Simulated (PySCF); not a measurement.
Job file and geometry (Å, from PBE0-D3(BJ)/def2-SVP) of an NMR shielding run on `NC(=O)[SiH2]F`, CH$_{4}$FNOSi, GIAO PBE0/pcSseg-1 NMR shielding, non-relativistic, gas phase (PySCF 2.14.0, density-fitted response routines); density fitting, a coarse starting grid and PySCF grid level 2 are the driver's defaults:

```
$ OMP_NUM_THREADS=1 python probes_run.py task.json out

{"job": {"kind": "nmr", "xc": "PBE0", "basis": "pcSseg-1"}, "charge": 0, "multiplicity": 1}
N      1.401104     0.437921    -0.500200
C      0.651560    -0.301407     0.347629
O      1.097465    -1.044072     1.204489
Si    -1.248675    -0.185720     0.210946
F     -1.617763     0.825114    -1.022433
H      0.964300     1.023772    -1.199776
H      2.413566     0.385901    -0.454236
H     -1.805853     0.373427     1.469211
H     -1.796852    -1.533081    -0.087795
```

Problem. What does the program print?

Solution. 
```
coarse grid: 8424 points
cycle   1  E = -559.2456916686  dE =  5.989e-01  |g| = 9.356e-01  |ddm| = 2.707e+00
cycle   2  E = -558.5651459875  dE =  6.805e-01  |g| = 2.048e+00  |ddm| = 2.297e+00
cycle   3  E = -559.3938075085  dE = -8.287e-01  |g| = 3.044e-01  |ddm| = 1.802e+00
cycle   4  E = -559.4090747260  dE = -1.527e-02  |g| = 1.098e-01  |ddm| = 2.654e-01
cycle   5  E = -559.4110406578  dE = -1.966e-03  |g| = 1.527e-02  |ddm| = 7.145e-02
cycle   6  E = -559.4110855659  dE = -4.491e-05  |g| = 6.294e-03  |ddm| = 1.618e-02
cycle   7  E = -559.4110949691  dE = -9.403e-06  |g| = 1.252e-03  |ddm| = 5.857e-03
final grid: 78432 points
cycle   8  E = -559.4515258612  dE = -1.978e-09  |g| = 1.249e-02  |ddm| = 1.393e-02
cycle   9  E = -559.4514194677  dE =  1.064e-04  |g| = 2.674e-02  |ddm| = 2.459e-02
cycle  10  E = -559.4515543544  dE = -1.349e-04  |g| = 1.148e-03  |ddm| = 1.803e-02
cycle  11  E = -559.4515546320  dE = -2.776e-07  |g| = 1.831e-04  |ddm| = 1.021e-03
cycle  12  E = -559.4515546386  dE = -6.681e-09  |g| = 6.470e-05  |ddm| = 1.797e-04
cycle  13  E = -559.4515546394  dE = -7.112e-10  |g| = 2.753e-05  |ddm| = 5.661e-05
converged SCF energy = -559.4515546394

GIAO shielding tensors (ppm)
atom      isotropic    diamagn.    paramagn.     s11        s22        s33       span
  0 N      133.000     323.487    -190.487      3.832    161.878    233.291    229.459
  1 C        5.327     250.699    -245.372    -81.649     -0.592     98.224    179.873
  2 O     -149.589     399.242    -548.831   -551.861   -240.391    343.485    895.346
  3 Si     381.660     877.370    -495.710    313.971    373.865    457.144    143.173
  4 F      389.498     470.958     -81.460    359.314    388.247    420.932     61.618
  5 H       25.561      32.318      -6.757     21.313     25.792     29.577      8.265
  6 H       26.139      30.169      -4.030     20.829     23.427     34.160     13.331
  7 H       26.420      27.820      -1.401     23.410     25.111     30.739      7.329
  8 H       26.434      27.828      -1.394     23.407     25.166     30.729      7.321
```

Problem. Turn these shieldings into chemical shifts. Chemical shifts δ = σref − σ; ¹⁵N (σref 265.67) vs NH3; ¹³C (σref 184.41), ²⁹Si (σref 351.99), ¹H (σref 31.27) vs TMS; ¹⁷O (σref 334.56) against H2O; ¹⁹F (σref 177.25) against CFCl3, all at this level.

Solution. Averaging equivalent atoms: N 0: 132.7; C 1: 179.1; O 2: 484.1; Si 3: -29.7; F 4: -212.2; H 5/6: 5.42; H 7/8: 4.84 ppm. Unscaled 19F shifts against computed CFCl3 carry errors that often reach 10 to 50 ppm. Unscaled 17O shifts of doubly bonded oxygen tend to come out too high, by tens of ppm or more. Experimental scales use liquid or dissolved standards, which lie at an offset from isolated NH3 (liquid NH3: subtract about 20 ppm) and H2O (liquid H2O: subtract about 36 ppm).

Size and cost of the density-fitted run: 112 basis functions, 7.1 s wall time on 1 thread of an Arm Neoverse V1, shared host; peak memory 0.52 GiB.
